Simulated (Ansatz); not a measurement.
Cu(AsH3)(SH) (CuAsH₄S), 7 atoms. Hardware: 4 threads of Arm Neoverse V2 on a shared host.

The 6-31G sets use Cartesian d functions. Correlated methods freeze 23 core orbitals; core or outer-core shells of As are correlated, in sets that lack core-valence functions.

Problem. How many basis functions does each of these Ansatz runs have, and roughly what does it cost? PBE-D4/def2-TZVP, charge 1 doublet at the geometry of the charge 0 singlet, energy, from earlier orbitals; r2SCAN-D4/def2-TZVPD, charge 0 singlet, energy, from earlier orbitals; CAM-B3LYP-D4/def2-TZVP, charge 0 singlet, energy, from earlier orbitals; BLYP-D4/def2-TZVP, charge 0 singlet, energy, from earlier orbitals; RPA@PBE/def2-TZVP, charge 0 singlet, energy, from earlier orbitals; BHLYP-D4/def2-TZVP, charge 0 singlet, energy, from earlier orbitals; B3LYP-D4/6-31G, charge 0 singlet, energy; PBE-D4/def2-SVP, charge 0 singlet, energy, from earlier orbitals; PBE0-D4/def2-TZVP, charge 1 doublet at the geometry of the charge 0 singlet, energy, from earlier orbitals; r2SCAN0-D4/def2-TZVP, charge 0 singlet, energy, from earlier orbitals; ωB97X-V/def2-TZVP, charge 0 singlet, energy, from earlier orbitals; PBE-D4/def2-TZVP, charge 0 triplet at the geometry of the charge 0 singlet, energy, from earlier orbitals.

Solution. Other jobs shared the machine, so times can vary by a factor of up to 3. A dash marks memory too small to be measured apart from the calling script's.

```tsv
run	functions	fitting or Cholesky vectors	wall time	peak host memory (GiB)
PBE-D4/def2-SVP, charge 0 singlet, energy, from earlier orbitals	101	1184	0.8 s	–
B3LYP-D4/6-31G, charge 0 singlet, energy	79	802	1.1 s	–
BLYP-D4/def2-TZVP, charge 0 singlet, energy, from earlier orbitals	154	1263	1.7 s	–
BHLYP-D4/def2-TZVP, charge 0 singlet, energy, from earlier orbitals	154	1496	2.4 s	–
CAM-B3LYP-D4/def2-TZVP, charge 0 singlet, energy, from earlier orbitals	154	1398	3.2 s	–
PBE-D4/def2-TZVP, charge 1 doublet at the geometry of the charge 0 singlet, energy, from earlier orbitals	154	1263	3.3 s	–
RPA@PBE/def2-TZVP, charge 0 singlet, energy, from earlier orbitals	154	1215	3.6 s	–
PBE-D4/def2-TZVP, charge 0 triplet at the geometry of the charge 0 singlet, energy, from earlier orbitals	154	1263	4 s	–
r2SCAN0-D4/def2-TZVP, charge 0 singlet, energy, from earlier orbitals	154	1412	4.8 s	–
r2SCAN-D4/def2-TZVPD, charge 0 singlet, energy, from earlier orbitals	184	1373	5.5 s	–
PBE0-D4/def2-TZVP, charge 1 doublet at the geometry of the charge 0 singlet, energy, from earlier orbitals	154	1215	5.5 s	–
ωB97X-V/def2-TZVP, charge 0 singlet, energy, from earlier orbitals	154	1387	6 s	–
```
